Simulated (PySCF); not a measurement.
Compound: C₅H₇F₃S.
Numbering: `[CH3:1][CH2:2][CH2:3][C@:4]1([F:5])[S:6][C:7]1([F:8])[F:9]` (hydrogens: H10, H11, H12 on C1; H13, H14 on C2; H15, H16 on C3)

The geometry is computed with GFN2-xTB (gas phase).

Problem. List the bond lengths, angles and torsions at this level.

Solution. 
```json
{"bond": "C1–C2", "length (Å)": "1.523", "order": "single"}
{"bond": "C2–C3", "length (Å)": "1.534", "order": "single"}
{"bond": "C3–C4", "length (Å)": "1.506", "order": "single"}
{"bond": "C4–F5", "length (Å)": "1.356", "order": "single"}
{"bond": "C4–S6", "length (Å)": "1.832", "order": "single"}
{"bond": "S6–C7", "length (Å)": "1.793", "order": "single"}
{"bond": "C7–F8", "length (Å)": "1.341", "order": "single"}
{"bond": "C7–F9", "length (Å)": "1.334", "order": "single"}
{"bond": "C4–C7", "length (Å)": "1.486", "order": "single"}
{"bond": "C1–H10, C1–H11, C1–H12", "length (Å)": "1.087", "order": "single"}
{"bond": "C2–H13", "length (Å)": "1.091", "order": "single"}
{"bond": "C2–H14", "length (Å)": "1.091", "order": "single"}
{"bond": "C3–H15", "length (Å)": "1.092", "order": "single"}
{"bond": "C3–H16", "length (Å)": "1.091", "order": "single"}
```

Bonds in one row agree within 0.01 Å and their mean is given. Orders are formal, as drawn. A selection of angles:
```json
{"angle": "C1–C2–C3", "degrees": "112.8"}
{"angle": "C2–C3–C4", "degrees": "111.5"}
{"angle": "C3–C4–F5", "degrees": "113.4"}
{"angle": "C3–C4–S6", "degrees": "119.0"}
{"angle": "C3–C4–C7", "degrees": "122.4"}
{"angle": "F5–C4–S6", "degrees": "114.0"}
{"angle": "F5–C4–C7", "degrees": "115.1"}
{"angle": "S6–C4–C7", "degrees": "64.4"}
{"angle": "C4–S6–C7", "degrees": "48.4"}
{"angle": "S6–C7–F8", "degrees": "117.7"}
{"angle": "S6–C7–F9", "degrees": "119.2"}
{"angle": "F8–C7–F9", "degrees": "107.9"}
{"angle": "C4–C7–S6", "degrees": "67.2"}
{"angle": "C4–C7–F8", "degrees": "119.5"}
{"angle": "C4–C7–F9", "degrees": "121.0"}
```

Dihedral angles: C1–C2–C3–C4 -65° (synclinal); C2–C3–C4–F5 -53° (synclinal); C3–C4–S6–C7 -114° (anticlinal); C4–S6–C7–F8 113° (anticlinal); C3–C4–C7–S6 109° (anticlinal).

The C–F distances run from 1.334 Å (C7–F9, drawn single) to 1.356 Å (C4–F5, drawn single), a spread of 0.022 Å. Of the pairs four or more bonds apart, F5···H14 is among the closest relative to their van der Waals radii: 2.53 Å, 95 % of the sum of Bondi's values. The 2 C–S bonds span 1.793 Å (S6–C7, drawn single) to 1.832 Å (C4–S6, drawn single), a spread of 0.039 Å. The 4 C–C bonds span 1.486 Å (C4–C7, drawn single) to 1.534 Å (C2–C3, drawn single), a spread of 0.048 Å. The 3-membered ring C4–S6–C7 has internal angles of 48.4° to 67.2°.

Point group: C1 (no symmetry element, even within 0.4 Å). No GFN2-xTB frequencies stand behind this structure, so it isn't proved a minimum. The numbers are those of one conformer.
